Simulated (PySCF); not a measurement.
Some computed properties have been withheld. Give your best values.

Species: C7H18P2.
InChI=1S/C7H18P2/c1-7(2,3)9(4)6-5-8/h5-6,8H2,1-4H3

Conformer (atom-mapped SMILES and torsion angles): `[CH3:1][P:2]([CH2:3][CH2:4][PH2:5])[C:6]([CH3:7])([CH3:8])[CH3:9]`: C1–P2–C3–C4 -62°, P2–C3–C4–P5 -45°, C1–P2–C6–C7 -45°, H–P5–C4–C3 -158°, H–P5–C4–C3 -63°.

```csv
property,level,value
point group,PBE0-D3(BJ)/def2-SVP,?
"rotational constants A, B, C",PBE0-D3(BJ)/def2-SVP,?
dipole moment,KT2/pcSseg-1,?
HOMO energy,KT2/pcSseg-1,?
LUMO energy,KT2/pcSseg-1,?
13C chemical shifts (computed TMS as zero) by class,GIAO KT2/pcSseg-1,"31.7 (1 C), 28.7 (1 C), 27.8 (3 C), 15.6 (1 C), 6.3 (1 C) ppm"
1H chemical shifts (computed TMS as zero) by class,GIAO KT2/pcSseg-1,?
"isotropic shieldings of nuclei other than C and H, by class",GIAO KT2/pcSseg-1,"368 (1 P), 489 (1 P) ppm"
```

The electronic properties come from PySCF, for the isolated species, density fitting. The structure is a single PBE0-D3(BJ)/def2-SVP conformer in the gas phase; no vibrational or solvent corrections. NMR classes are plain means over equivalent atoms (diastereotopic ones count apart unless rotation or inversion swaps them), as if these changed places fast; in this geometry the members of some classes differ.

Give the 1H chemical shifts (computed TMS as zero) by class.

2.86 (2 H), 1.92 (2 H), 1.60 (2 H), 1.01 (9 H), 0.91 (3 H) ppm.

What is the point group?

C1.

Give the dipole moment.

2.11 D.

Give the rotational constants A, B, C.

2.076, 0.598, 0.578 GHz.

The LUMO energy?

-0.50 eV.

What is the HOMO energy?

-5.11 eV.

With B = h/(8π²I), that is 505.379 GHz u Å² over I, the principal moments of inertia are 243.4, 845.0 and 874.7 u Å² (most abundant isotopes); the inertial defect Ic − Ia − Ib is -213.7 u Å² (zero for a rigid planar frame, negative otherwise). The rotational constants make it an asymmetric top with κ = (2B − A − C)/(A − C) = -0.97, nearer the prolate limit (−1). The dipole matches unit charges of opposite sign 0.44 Å apart (1 e·Å = 4.8032 D).

For the NMR shielding job (KT2/pcSseg-1), on one thread, Arm Neoverse V2 (aarch64), shared host with 96 logical CPUs at a one-minute load of 34, this took 82 s and 1.0 GiB of memory at its peak.
